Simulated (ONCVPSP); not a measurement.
## What one change does to a pseudopotential (manganese, ONCV)

Mn (Z = 25), optimised norm-conserving Vanderbilt (ONCV), made with ONCVPSP 4.0.1 (PBE, scalar-relativistic). Core [Ne], reference 3s2 3p6 3d5 4s1 4p1. Waves: 3s+4s: rc 1.25 bohr, ncon 4, nbas 8, qcut 10.3 1/bohr, 2 projectors; 3p+4p: rc 1.50 bohr, ncon 4, nbas 8, qcut 10.8 1/bohr, 2 projectors; 3d: rc 1.95 bohr, ncon 4, nbas 9, qcut 8.6 1/bohr, 2 projectors, debl 1.1 Ha. Local part: polynomial inside 0.85 bohr (lpopt 3, dvloc0 0 Ha). Core correction: none.

Change: all radii scaled by about 0.83 (s 1.04, p 1.24, d 1.60 bohr); local potential polynomial inside 0.70 bohr (lpopt 3, dvloc0 0 Ha).

Cutoffs: the cutoffs (Ha) at which the residual kinetic energy of the hardest occupied pseudo-wave falls to 1 and 0.1 mHa per electron; they do not see the model core or the augmentation charge, which bear on the density cutoff. Errors are all-electron minus pseudo energies relative to the spin-unpolarised reference configuration.

Q: What does the change do?

A: The potential gets harder (36 Ha and 43 Ha → 43 Ha and 51 Ha); of the 4 tests that both files solve, the error grows in 1 and shrinks in 1 by more than 15 % and 0.3 meV (median size 1.3 → 1.7 meV); neither file shows a bound ghost. A smaller radius makes the pseudo-wave follow the all-electron one further in, where it bends more sharply, so more plane waves are needed.

```csv
quantity,base,changed
"cutoff, loose",36 Ha,43 Ha
"cutoff, tight",43 Ha,51 Ha
loose cutoff by channel,"s 36 Ha, p 32 Ha, d 28 Ha","s 43 Ha, p 30 Ha, d 32 Ha"
bound ghosts,none,none
GHOST(+) flags under 300 eV,none,none
"error for 3s2 3p6 3d5 4s2 4p0, meV [ΔE -3.86 eV]",+0.7,+0.8
"error for 3s2 3p6 3d5 4s1 4p0, meV [ΔE 4.56 eV]",0.0,-0.1
"error for 3s2 3p6 3d5 4s0 4p0, meV [ΔE 20.16 eV]",+1.9,+2.6
"error for 3s2 3p5 3d5 4s2 4p0, meV [ΔE 58.12 eV]",-244,-149
```
